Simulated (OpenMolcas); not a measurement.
Re²⁺: terms and fine structure

* Program: OpenMolcas 26.06
* Method: MS-RASPT2, IPEA 0.25 Eh, imaginary shift 0.1 Eh (closed shells correlated: 5s)
* Basis: ANO-RCC-VTZP [8s7p5d3f2g1h]
* Scalar Hamiltonian: DKH2, point nucleus
* Active space: 11 electrons in 8 orbitals (RAS1 5p, at most 2 holes; RAS2 5d)
* State averaging: 2S+1 = 6 even, 1 root; 2S+1 = 4 even, 24 roots; 2S+1 = 2 even, 75 roots
* Spin-orbit coupling: state interaction with AMFI integrals over the reference wave functions, term energies averaged over their components

With spin-orbit coupling, above the lowest level:

```csv
Configuration,Term,J,E (cm⁻¹),Measured (cm⁻¹),g,Term weight %,Second
5d⁵,⁶S,5/2,0.0,0.0,1.962,91,8 ⁴P
5d⁵,⁴G,5/2,16130,,1.056,31,17 ⁴D
5d⁵,⁴G,7/2,19260,16890,1.066,72,11 ⁴D
5d⁵,⁴D,3/2,19650,,1.408,47,46 ⁴P
5d⁵,⁴G,5/2,19950,,1.030,47,23 ⁴D
5d⁵,⁴G,11/2,20060,18020,1.246,87,10 ²H
5d⁵,⁴G,9/2,20560,18346,1.172,91,5 ⁴F
5d⁵,⁴P,1/2,21740,,1.725,62,34 ⁴D
5d⁵,⁴D,7/2,23850,20453,1.333,75,19 ⁴G
5d⁵,⁴D,5/2,25870,,1.334,43,22 ²D(1)
5d⁵,⁴D,1/2,26530,,0.907,65,32 ⁴P
5d⁵,⁴D,3/2,27550,,1.392,46,44 ⁴P
5d⁵,²I,11/2,28960,26170,0.975,78,15 ²H
5d⁵,⁴F,7/2,30590,,1.129,35,22 ²F(1)
5d⁵,⁴F,3/2,30910,,0.666,48,44 ²D(1)
5d⁵,²I,13/2,31280,28588,1.077,100,
5d⁵,²G(1),9/2,31440,,1.185,45,39 ⁴F
5d⁵,⁴P,5/2,31610,,1.072,20,19 ⁴F
5d⁵,⁴F,5/2,34710,,1.059,47,22 ²F(1)
5d⁵,²H,9/2,36170,,1.097,52,41 ⁴F
5d⁵,²G(1),7/2,36770,,1.062,42,20 ²F(2)
5d⁵,²D(1),3/2,38080,,0.659,46,46 ⁴F
5d⁵,²F(2),5/2,38580,,0.981,58,16 ⁴F
5d⁵,²F(1),7/2,38750,,1.063,52,33 ²G(1)
5d⁵,²F(2),7/2,41160,,1.155,52,34 ⁴F
5d⁵,²H,11/2,41640,,1.067,75,20 ²I
5d⁵,²G(1),9/2,42150,,1.074,44,36 ²H
5d⁵,²S,1/2,42560,,1.967,89,6 ⁴P
5d⁵,²F(1),5/2,44900,,1.051,37,35 ²D(1)
5d⁵,²D(2),3/2,47590,,0.814,91,4 ⁴D
5d⁵,²D(2),5/2,50350,,1.146,72,16 ²F(2)
5d⁵,²G(2),9/2,53460,,1.111,96,3 ²G(1)
5d⁵,²G(2),7/2,54560,,0.908,89,7 ²F(2)
5d⁵,²P,3/2,61060,,1.262,86,12 ²D(3)
5d⁵,²P,1/2,63440,,0.738,94,5 ²S
5d⁵,²D(3),5/2,68820,,1.199,96,2 ²D(2)
5d⁵,²D(3),3/2,70340,,0.867,83,13 ²P
```

Against the 6 measured excited levels shown (the list in Brasseur, Gamrath and Quinet, At. Data Nucl. Data Tables 157, 101636 (2024)) the mean absolute deviation is 2600 cm-1; the largest miss in energy is 5d⁵ ⁴D_7/2 [75 %]: computed 23850, measured 20453 cm⁻¹ (+16.6 %).

Spin-orbit coupling puts the lowest level 2034 cm⁻¹ below the lowest spin-free term.

A least-squares Racah fit to the terms below 60000 cm-1, each weighted by 2L + 1 and with a free common offset, gives B = 613 cm-1 and C = 2723 cm-1 (C/B = 4.45), with an rms deviation of 544 cm-1.

CASPT2 breaks the degeneracy within a term, and the mean is taken; among the terms shown or strongly mixed into the levels shown the widest spread is 850 cm-1 (5d⁵ ²F(2)). Blocks of more than 70 roots (2S+1 = 2 even) ran without multistate coupling. Active for correlation alone: 5p; no level in the range computed is led by a configuration that opens it, so any true level of that kind is missing. The CASPT2 spread within a term exceeds the gap to the next term for 5d⁵ ⁴F and 5d⁵ ²F(1), so the order of their levels is uncertain, and so are names and mixing where such terms share a J. Some terms miss by over 15 % even with CASPT2, which points to a basis or an active space too small for the shells correlated. Computed and measured levels are paired by configuration, term and J; levels that our copy of the source lacks, or whose pairing is in doubt (as where it misses far off the trend of its configuration), stay unpaired and out of the deviations. Only configurations of the active space appear. The first state left out of the spin-orbit step lies near 710000 cm-1 above the lowest spin-free state of the reference (among the parities and spins computed), and the list stops at four fifths of that energy or lower.

The term weight is that of the spin-free term in the level, not the purity of its configuration. A share in square brackets marks a mixed level and gives the weight of the term that names it. A number in round brackets counts repeated terms of one configuration in the order of the reference energies.
